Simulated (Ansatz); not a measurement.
Reactions of C$_{2}$H$_{8}$O$_{2}$Si, SMILES `CO[SiH](C)O`.

Isolated molecules relaxed with PBE0-D4/def2-TZVP in Ansatz; ΔE leaves out vibrations. CCSD(T)/CBS is the MP2 limit (def2-TZVPP, def2-QZVPP) plus CCSD(T) − MP2 in def2-TZVPP, frozen cores. This one scheme is used for every species. For Se outer-core shells are correlated without core-valence functions, which leaves a few kJ/mol of doubt a bond. Scalar relativity is left out up to krypton. Each species was taken in one conformer, which may not be the lowest.

(1) Order these by ΔE at CCSD(T)/CBS, lowest first. (Best estimate.)
A. `CO[SiH](C)O` + H₂O → `C[SiH](O)O` + CH₃OH
B. `CO[SiH](C)O` → CH₄ + `CO[Si]O`
C. `CO[SiH](C)O` + H₂Se → `C[SeH]` + `C[SiH](O)O`
D. `CO[SiH](C)O` + `O[SiH3]` → `CO[SiH](O)O[SiH3]` + CH₄

Largest T1 diagnostic: 0.014, for `CO[Si]O`.

Results:

(1) D (-138.6 kJ/mol), C (-51.8 kJ/mol), A (+2.4 kJ/mol), B (+132.4 kJ/mol).
